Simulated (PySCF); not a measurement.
# Spinor energies of I⁴⁹⁺ (iodine, charge +49)

Start: [He] 2s2. Calculated with PySCF 2.14 in an uncontracted even-tempered set (17 s from 28 bohr⁻², ratio 2.4; 12 p from 37 bohr⁻², ratio 2.4; 5 d from 120 bohr⁻², ratio 2.6; 4 f from 180 bohr⁻², ratio 2.6): generalised Hartree-Fock with the X2C-1e Hamiltonian and a Gaussian nucleus; one run each with spin-orbit coupling (SO) switched off, then screened by Boettger's factors.

```tsv
spinor shell	electrons	ε, spin-free (eV)	ε, screened SO (eV)	weight of nominal j (screened SO)	rms radius, screened SO (bohr)
1s1/2	2	-38185.4	-38185.4	1.000	0.0309
2s1/2	2	-9205.3	-9205.3	1.000	0.120
```

| quantity | spin-free | screened SO |
| --- | --- | --- |
| E (hartree) | -3571.28838 | -3571.28838 |
| M_J | 0 | 0 |
| ⟨J²⟩ | 0.000 | 0.000 |
| ⟨L²⟩ | 0.000 | 0.000 |
| ⟨S²⟩ | 0.000 | 0.000 |

Breit and QED terms are absent; they matter most for the inner s and p1/2 levels.

Densities and radii are taken from the X2C orbitals without a picture-change correction, which distorts them close to the nucleus.

Without spin-orbit coupling the j labels of p, d and f shells carry no meaning; the spin-free column gives the mean over the occupied spinors of each nl shell.
